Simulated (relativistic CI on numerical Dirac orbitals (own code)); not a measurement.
Calculated at this level of theory: Dirac-Coulomb-Breit CI, KLI orbitals optimised for each configuration, model QED (radiative potential, 1s self-energy scaled to tabulated hydrogen-like ionisation energies), unscaled Slater integrals (own radial code, finite nucleus).

The strongest absorption lines from the ground level of an ion, among the configurations computed and to levels below about 15800 eV (vacuum wavelength in nm, gf): 0.07932 (0.24), 0.08980 (0.49), 0.09834 (0.25), 0.10107 (1), 0.10264 (0.34), 0.11780 (2.3), 0.11967 (0.091), 0.13047 (0.16).

**Question.** Which ion is it?
A. Ta LXIV
B. Pa LXXXII
C. Au LXX
D. Au LXXII

**Answer.** C. Au LXX has 10 electrons and the ground level 2s2.2p6 1S_0; the strongest line goes to 2s2.2p5.3d 1P°_1. The pattern of lines fixes the number of electrons, and along that sequence the line energies rise steadily with the charge (about as its square where n changes within one kind of shell, about linearly where n is kept but much faster in heavy ions where fine structure, which grows about as Z⁴, sets the gap, and irregularly where shells cross), which fixes Z. Configurations outside the model, such as inner-shell arrays, can give stronger lines. At this charge energies of transitions that change n are usually good to better than 1 %, and those within a shell (Δn = 0) to a few per cent.

LS names give the leading component of a level, which can be under half, so a name can repeat, a term be missing and a line seem to break the LS rules.
